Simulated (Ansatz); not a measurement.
Isolated molecules relaxed with PBE0-D4/def2-TZVP in Ansatz; ΔE leaves out vibrations. CCSD(T)/CBS is the MP2 limit (def2-TZVPP, def2-QZVPP) plus CCSD(T) − MP2 in def2-TZVPP, frozen cores. This one scheme is used for every species. DFT in def2-TZVPP. B3LYP here is the variant with VWN-RPA as its local correlation; programs differ in this. One conformer a species, not always the lowest.

Reaction (cleavage of the Al–Si bond): `[CH3][Al]([Cl])[SiH](O)F` + HCl → `[CH3][Al]([Cl])[Cl]` + `O[SiH2]F`

(1) Is it downhill or uphill in electronic energy at CCSD(T)/CBS, and by how much? (Best estimate.)

(2) What do these levels give: r2SCAN-D4, PBE0-D4, B3LYP-D4, ωB97M-V, PBE, B3LYP, CCSD(T)/def2-TZVPP, HF/def2-QZVPP, MP2/def2-QZVPP, SCS-MP2/def2-QZVPP, HF/CBS(def2), MP2/CBS(def2)? (Best estimate.)

Largest T1 diagnostic among the species: 0.011.

## Answers

(1) The calculation gave: Downhill: ΔE = -184.2 kJ/mol.

(2) Computed: r2SCAN-D4 -183.7, PBE0-D4 -170.4, B3LYP-D4 -178.1, ωB97M-V -187.5, PBE -162.7, B3LYP -181.7, CCSD(T)/def2-TZVPP -182.3, HF/def2-QZVPP -205.6, MP2/def2-QZVPP -195.3, SCS-MP2/def2-QZVPP -194.1, HF/CBS(def2) -205.6, MP2/CBS(def2) -196.0 kJ/mol.

The D4 term adds +3.7 kJ/mol with B3LYP and +2.5 kJ/mol with PBE0; it sums over pairs of atoms, weighted by their polarisabilities, and B3LYP, whose exchange is more repulsive, gets the larger term. In def2-TZVPP, CCSD(T) changes the Hartree–Fock value by +22.9 kJ/mol (the triples alone add +2.6 kJ/mol) and MP2 by +11.1 kJ/mol. From PBE to PBE0 (25 % exact exchange), in def2-TZVPP and without D4, ΔE moves by −10.2 kJ/mol.
